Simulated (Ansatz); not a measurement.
Relaxation of BClFH2O (6 atoms, charge 0, multiplicity 2), to a largest force component of 0.03 eV/Å in at most 50 steps.

All numbers below come from UHF/def2-SVP in Ansatz 0.2.0.

```xyz
6
Properties=species:S:1:pos:R:3
B 0.066 0.057 -0.152
H 0.107 0.157 1.032
Cl 1.534 0.015 -1.111
F -1.081 -0.034 -0.767
O -0.040 -0.141 3.226
H -0.633 -0.856 3.460
```

**Question.** Where does it end, and by what steps?

**Answer.** It converged. The force dipped under the threshold on the way, but the program's further checks kept it going. After 36 steps the energy has fallen by 0.078 eV; Cl3 moved furthest, 0.58 Å.

```csv
step,energy less start (eV),largest force component (eV/Å),accepted
0,0.0000,0.254,yes
2,0.0593,1.646,no
4,-0.0684,0.061,yes
6,-0.0700,0.236,yes
8,-0.0721,0.228,yes
10,-0.0733,0.211,no
12,-0.0740,0.068,yes
14,-0.0729,0.271,no
16,-0.0750,0.113,yes
18,-0.0752,0.066,yes
20,-0.0755,0.054,yes
22,-0.0755,0.053,yes
24,-0.0759,0.034,yes
26,-0.0758,0.073,no
28,-0.0761,0.070,yes
30,-0.0764,0.058,yes
32,-0.0761,0.161,no
34,-0.0768,0.150,yes
36,-0.0776,0.022,yes
```

```xyz
6
Properties=species:S:1:pos:R:3
B 0.210 0.007 -0.335
H 0.503 -0.086 0.811
Cl 1.419 0.376 -1.555
F -1.024 -0.166 -0.719
O -0.178 -0.220 3.650
H -0.977 -0.713 3.835
```

Time of the run: 2.3 min on 1 thread of Arm Neoverse N1, on a shared host, peak memory 0.17 GiB.
